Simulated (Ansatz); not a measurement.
A calculation with Ansatz (development build ahead of 0.2.0).

```yaml
crystal:
  periodic: [false, false, false]
  atoms:
    - { symbol: H, position_ang: [0.99001, -1.0e-05, 1.0e-05] }
    - { symbol: H, position_ang: [0.49499, 0.85736, 2.0e-05] }
    - { symbol: H, position_ang: [-0.495, 0.85737, 2.0e-05] }
    - { symbol: H, position_ang: [-0.98999, 1.0e-05, -1.0e-05] }
    - { symbol: H, position_ang: [-0.49502, -0.85737, 0.0] }
    - { symbol: H, position_ang: [0.49501, -0.85738, -1.0e-05] }
basis:
  gaussian: { orbitals: cc-pVDZ }
magnetization:
  spin_polarized: true
  initial_magnetization: 2
hamiltonian:
  xc: hf
output:
  forces: true
```

The input is written out in the form of the current development build from the run's settings.

The run gave:

```json
{
  "Converged": "yes",
  "Total energy": "-2.97319 hartree",
  "Spin squared of the determinant": "2.073",
  "Stability test": "minimum"
}
```

Forces (eV/Å):
```
atom      Fx      Fy     Fz
  H1   0.592  -0.001  0.000
  H2   7.292  -0.468  0.000
  H3  -7.293  -0.469  0.000
  H4  -0.593   0.001  0.000
  H5  -7.291   0.468  0.000
  H6   7.292   0.468  0.000
```

Caution: the determinant breaks the point group.
